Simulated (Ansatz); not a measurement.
Cartesian coordinates in Å:
```
O -1.8657 -0.1080 0.4927
Si -1.1336 -1.3751 -0.2653
C 0.6732 -1.0499 -0.5584
C 1.3549 0.0541 -0.2326
Si 0.7330 1.6144 0.6045
H -2.1146 0.6507 -0.0368
H -1.2934 -2.5490 0.6275
H -1.7831 -1.6677 -1.5750
H 1.2254 -1.8577 -1.0461
H 2.4191 0.0735 -0.4751
H 1.8623 2.5831 0.6091
H -0.3838 2.2479 -0.1511
H 0.3061 1.3839 2.0065
```

Charge 0, multiplicity 1.

**Question.** List the r2SCAN/def2-TZVPP orbital energies in eV (Ansatz). (Estimate.)

**Answer.** The calculation gave: Occupied: -1791.42, -1790.87, -516.02, -273.36, -273.25, -141.80, -141.34, -96.70, -96.65, -96.64, -96.20, -96.19, -96.18, -26.61, -20.06, -15.52, -14.31, -13.21, -11.79, -11.63, -9.75, -9.52, -8.95, -8.80, -8.48, -8.16, -7.17, -7.10. Lowest empty: -1.92, -0.32, 0.79, 0.99, 1.30, 1.41, 1.79, 2.00.
